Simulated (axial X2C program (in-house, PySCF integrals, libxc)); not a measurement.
RhBr: cheaper levels and CCSD(T), two-component

Computed with an in-house all-electron X2C program for linear molecules (integrals from PySCF). Two-component (2c) means X2C with spin–orbit coupling and atomic mean-field two-electron Coulomb and Gaunt terms. Basis: Rh dyall-cv3z [12s12p8d5f3g], Br dyall-cv3z [8s9p6d4f1g] (cores contracted in-house); Gaussian nuclei, density fitting, unrestricted open shells. Masses: Rh 102.906 u, Br 78.918 u.

State: Ω = 3 (⟨Sz⟩ = 0.98, ⟨Lz⟩ = 2.02 at HF); fragments Rh + Br.

```csv
level,Re (Å),ωe (cm⁻¹)
PBE0,2.386,259.4
HF,2.513,226.4
MP2,2.381,262.7
CCSD,2.412,254.3
PBE50,2.399,258.0
PBE,2.378,259.0
B3LYP,2.412,249.5
```

Correlated methods: 16 electrons correlated (number of frozen shells: Rh 4 s, 3 p, 1 d; Br 3 s, 2 p, 1 d), 294 virtual spin orbitals or spinors in MP2, 140 natural virtuals in coupled cluster.

CCSD(T), same Hamiltonian and basis:

Re = 2.402 Å, ωe = 257.1 cm⁻¹; T1 = 0.023 (Lee–Taylor normalisation).

Question: Give the differences from CCSD(T) in the columns below.

Answer: 

```json
{"level": "PBE0", "ΔRe (Å)": "-0.016", "Δωe (cm⁻¹)": "2.3"}
{"level": "HF", "ΔRe (Å)": "0.111", "Δωe (cm⁻¹)": "-30.7"}
{"level": "MP2", "ΔRe (Å)": "-0.021", "Δωe (cm⁻¹)": "5.6"}
{"level": "CCSD", "ΔRe (Å)": "0.010", "Δωe (cm⁻¹)": "-2.8"}
{"level": "PBE50", "ΔRe (Å)": "-0.003", "Δωe (cm⁻¹)": "0.9"}
{"level": "PBE", "ΔRe (Å)": "-0.024", "Δωe (cm⁻¹)": "1.9"}
{"level": "B3LYP", "ΔRe (Å)": "0.010", "Δωe (cm⁻¹)": "-7.6"}
```

The state is one determinant whose occupation by symmetry is held fixed; it was picked as the lowest of a PBE0 search that is not exhaustive. De is not given where an atomic determinant may have missed its ground term or J level, or where the truncated virtual space spoils (T). Density functionals use the spin component along the axis (collinear). Coupled cluster ran in a truncated set of natural virtual spinors; the MP2 energy of the rest was added. (T) has no such correction and the atoms are truncated less, which lowers De at CCSD(T) by a hundredth of an eV or more. Other states lie close and PBE0, whose exact exchange favours high spin, may order them wrongly; the determinant shown need not be the ground state. The nearest other 2c determinant of the search, Ω = 4, lies 0.21 eV up at the distance of the search. Without a current term, density functionals place determinants with orbital angular momentum somewhat too high. With several unpaired electrons one determinant need not be a pure state. At some level and bond length an empty orbital lies below a filled one. The stretched end of a curve changes character and is left out.
